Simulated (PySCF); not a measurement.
**S⁺: excitation energy**

S⁺ [Ne] 3s2 3p3 (4S) → S⁺ [Ne] 3s1 3p4 (4P), as a difference of total energies. Calculation: PySCF 2.14, in x2c-QZVPPall (9s6p4d2f1g, 70 functions); the spin-free X2C one-electron Hamiltonian (Gaussian nucleus). Correlated levels: valence and next inner shell: 1s2 frozen. The calculations carry no spin-orbit coupling.

| method | excitation energy (eV) | error (eV) |
| --- | --- | --- |
| UHF | 10.517 | +0.647 |
| MP2 (valence and next inner shell) | 10.626 | +0.756 |
| SCS-MP2 (valence and next inner shell) | 10.605 | +0.735 |
| CCSD (valence and next inner shell) | 10.158 | +0.288 |
| CCSD(T) (valence and next inner shell) | 9.990 | +0.120 |

Reference: 9.870 eV (measured; NIST levels, between the centres of gravity of the two terms).

Errors of the correlated levels include the incompleteness of this basis and the frozen core.

The coupled-cluster amplitudes are large for the upper state (T1 above 0.03 or a double amplitude above 0.15), so a single reference is strained.
